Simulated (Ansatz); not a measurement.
Born–Oppenheimer molecular dynamics of Cl2GaH (4 atoms, charge 0, multiplicity 1). It starts at the highest image of a converged band. Of that band: Neighbouring images differ by up to 1.4 eV, so the band resolves the path poorly. A vibrational analysis at the climbing image gives one clearly imaginary mode, 1045i cm⁻¹: a first-order saddle point.

Computed with RKS B3LYP-D4/def2-TZVP (Ansatz 0.2.0).

```json
{"ensemble": "NVE (velocity Verlet)", "time step": "0.5 fs", "steps asked": "200", "starting velocities drawn for": "100 K", "seed": "9830"}
```

First frame:

```xyz
4
Properties=species:S:1:pos:R:3
Ga -0.316 0.000 0.524
H 1.000 0.000 1.460
Cl 2.173 0.000 0.090
Cl -1.480 0.000 -1.278
```

Task: How far do the bonds stretch over the last three quarters of this one trajectory? (Pairs bonded in most of those frames.)

Result: 
```json
{"bond": "Ga1–Cl4", "mean (Å)": "2.300", "spread (Å)": "0.069", "shortest": "2.16", "longest": "2.38"}
{"bond": "H2–Cl3", "mean (Å)": "1.339", "spread (Å)": "0.123", "shortest": "1.14", "longest": "1.50"}
```

Mean temperature of the second half: 3715 K. The conserved energy stayed within 1.5 meV per atom of its start (net change 0.32 meV per atom), so the integration is sound. The system heated up, since it started high on the potential surface and ran downhill. A run of 0.1 ps of so small a system gives no equilibrium averages. The orbitals stay closed-shell, which can raise the energy where a bond breaks towards radicals; this wasn't checked here.

Time of the run: 3.9 min on 4 threads of Intel(R) Xeon(R) Platinum 8259CL CPU @ 2.50GHz (Skylake/Cascade Lake) (shared host), peak memory 0.32 GiB.
